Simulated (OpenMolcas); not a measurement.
**Xe III: Slater's ratio, worked from levels**

```json
{
 "Program": "OpenMolcas",
 "Basis": "ANO-R2 [7s6p4d2f1g]",
 "Scalar Hamiltonian": "X2C, finite nucleus",
 "Active space": "6 electrons in 9 orbitals (RAS2 5s 5p; RAS3 5d, at most 2 electrons)",
 "State averaging": "2S+1 = 3 even, 3 roots; 2S+1 = 1 even, 7 roots; 2S+1 = 3 odd, 3 roots; 2S+1 = 1 odd, 3 roots",
 "Spin-orbit coupling": "RASSI with atomic mean-field integrals over the reference wave functions, term energies averaged over their components"
}
```

Methods: RASSCF; MS-RASPT2, IPEA 0.25 Eh, imaginary shift 0.1 Eh (closed shells correlated: 4d). Measured levels: Saloman, J. Phys. Chem. Ref. Data 33, 765 (2004).

**Slater's ratio.** With one set of orbitals, p4 has 1D - 3P = 6 F2 and 1S - 1D = 9 F2 (F2 = F²/25), a ratio of 3/2. Term energies are centres of gravity, weighted by 2J + 1.

```json
{"Source": "RASSCF", "1D - 3P": "14362", "1S - 3P": "31567", "F2 from the first": "2394", "Ratio": "1.198"}
{"Source": "MS-RASPT2", "1D - 3P": "12741", "1S - 3P": "30963", "F2 from the first": "2124", "Ratio": "1.430"}
{"Source": "measured", "1D - 3P": "12931", "1S - 3P": "31935", "F2 from the first": "2155", "Ratio": "1.470"}
```

Energies in cm-1. A ratio away from 3/2 shows effects beyond one configuration with one set of orbitals, and in heavier atoms second-order spin-orbit shifts.

Term energies are means over components that CASPT2 splits; among the terms shown or strongly mixed into the levels shown the widest spread is 220 cm-1 (5s2 5p4 1D, MS-RASPT2). The run also gave levels led by 5s 5p4 5d, which use shells meant for correlation; these and all levels above them are left out. Computed and measured levels are paired by configuration, term and J; levels that our copy of the source lacks, or whose pairing is in doubt (as where it misses far off the trend of its configuration), stay unpaired and out of the deviations. Only configurations of the active space appear.
